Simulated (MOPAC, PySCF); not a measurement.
AlBrF$_{2}$, SMILES `[F][Al]([F])[Br]`, neutral singlet in the gas phase. 

Cartesian coordinates (Å):
```xyz
4

F     -0.9752    -1.4002    -0.0041
Al    -0.1388     0.0006    -0.0006
F     -0.9634     1.4084    -0.0042
Br     2.0773    -0.0087     0.0089
```
Charge 0, spin multiplicity 1.

All levels are single points at this geometry (PBE0-D3(BJ)/def2-TZVP); Pople sets use spherical d functions. Orbital energies aren't observables, and empty levels follow the basis.

PM7 in MOPAC gives gap (eV) = 11.32.

Problem. Estimate the gap (eV) from each of these levels: M06-2X/def2-TZVP in PySCF; B3LYP/LANL2DZ in PySCF; BP86/6-31G* in PySCF; M06-2X/6-31G* in PySCF; SVWN5/6-31G* in PySCF; HF/6-31G* in PySCF; HF/STO-3G in PySCF; PM3 in MOPAC.

Solution. 
```json
[
 {"level": "M06-2X/def2-TZVP in PySCF", "gap (eV)": "9.56"},
 {"level": "B3LYP/LANL2DZ in PySCF", "gap (eV)": "7.08"},
 {"level": "BP86/6-31G* in PySCF", "gap (eV)": "5.65"},
 {"level": "M06-2X/6-31G* in PySCF", "gap (eV)": "9.65"},
 {"level": "SVWN5/6-31G* in PySCF", "gap (eV)": "5.46"},
 {"level": "HF/6-31G* in PySCF", "gap (eV)": "13.89"},
 {"level": "HF/STO-3G in PySCF", "gap (eV)": "17.16"},
 {"level": "PM3 in MOPAC", "gap (eV)": "9.69"}
]
```
